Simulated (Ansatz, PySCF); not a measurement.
Gas-phase reaction (SMILES): O=BB=O + 5 [H][H] (H2) → 2 B (BH3) + 2 O (H2O); energy of full hydrogenation.

Structures are relaxed separately at B3LYP-D3(BJ)/def2-TZVP in Ansatz (a first-principles code), one conformer each, not searched for the lowest. Valence correlation only, unless marked. Spin-orbit coupling is left out. Non-relativistic. Basis-set limits of correlation are two-point, X^-3; Hartree-Fock from the larger set. Thermal terms are rigid-rotor harmonic-oscillator values from B3LYP-D3(BJ) frequencies (Ansatz or PySCF) at 298.15 K and 1 atm. 1 Eh = 627.5095 kcal/mol.

```tsv
species	E, CCSD(T)/CBS(cc-pVTZ,cc-pVQZ) (Ansatz) (Eh)	E, r2SCAN-D4/def2-TZVPD (Ansatz + dftd4) (Eh)	H - E (Eh)	G - E (Eh)
O=BB=O	-200.01510	-200.20899	0.01899	-0.00909
[H][H] (H2)	-1.17450	-1.17100	0.01336	-0.00144
B (BH3)	-26.54901	-26.58581	0.03008	0.00872
O (H2O)	-76.37426	-76.42298	0.02495	0.00353
```

Problem. Work out ΔE and ΔH, ΔG, ΔS and the equilibrium constant at 298.15 K at the first level, then ΔH at the second.

Solution. 
1. ΔE = [2×(-26.54901) + 2×(-76.37426)] - [(-200.01510) + 5×(-1.17450)] = 0.04106 Eh = 25.8 kcal/mol at CCSD(T)/CBS(cc-pVTZ,cc-pVQZ).
2. The terms H - E add up to 0.02427 Eh, so ΔH = (0.04106 + (0.02427))×627.5095 = 41.0 kcal/mol.
3. The terms G - E add up to 0.04079 Eh, so ΔG = 51.4 kcal/mol, and ΔS = (0.02427 - (0.04079))×627509.5/298.15 = -34.8 cal/(mol K).
4. log10 K = -ΔG/(RT ln 10) = -37.7, with RT ln 10 = 1.3642 kcal/mol.
5. At r2SCAN-D4/def2-TZVPD the same steps give ΔE = 29.1 and ΔH = 44.4 kcal/mol, a shift of +3.4 from the first level.
6. These values are not checked against measurement here, since the tables used lack a sound gas-phase enthalpy of formation for at least one species.
